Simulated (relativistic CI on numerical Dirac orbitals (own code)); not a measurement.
# Hyperfine structure of Rb26+, mass number 85

Method of calculation: Dirac-Coulomb-Breit CI, KLI orbitals optimised for each configuration, QED by a radiative potential, unscaled Slater integrals (own radial code, finite nucleus).

Configuration list (outside the closed core [Ne]): 3s, 3p, 3d, 4s, 4p, 4d, 4f, 5s, 5p, 5d, 5f, 5g, 6s, 6p, 6d. Levels of other configurations are missing.

Nuclear spin I = 5/2, μ = 1.35306 μN, Q = 0.276 b (tables of Stone and Pyykkö). The electronic factors are computed for point nuclear moments, without core polarisation or the Bohr-Weisskopf and QED corrections.

| Level | E (eV) | A (GHz) | B (GHz) |
| --- | --- | --- | --- |
| 3s ²S1/2 | 0.000 | 197.5 |  |
| 3p ²P°1/2 | 58.733 | 60.01 |  |
| 3p ²P°3/2 | 73.442 | 10.64 | 10.2 |
| 3d ²D3/2 | 151.432 | 5.144 | 1.65 |
| 3d ²D5/2 | 154.241 | 2.169 | 2.28 |
| 4s ²S1/2 | 597.166 | 79.49 |  |
| 4p ²P°1/2 | 621.123 | 24.51 |  |
| 4p ²P°3/2 | 627.006 | 4.361 | 4.2 |

Levels with J = 0, under 50 % of one LS term, or S terms without an open s electron are left out. Small factors come from cancelling terms and can be off by tens of per cent or more.

At this charge energies of transitions that change n are usually good to better than 1 %, and those within a shell (Δn = 0) to a few per cent.

(1) Give the hyperfine levels of 3s ²S1/2 relative to its centre of gravity.

Answers

(1) With K = F(F + 1) − I(I + 1) − J(J + 1), E = AK/2: F = 2: -345.7, F = 3: 246.9 GHz.
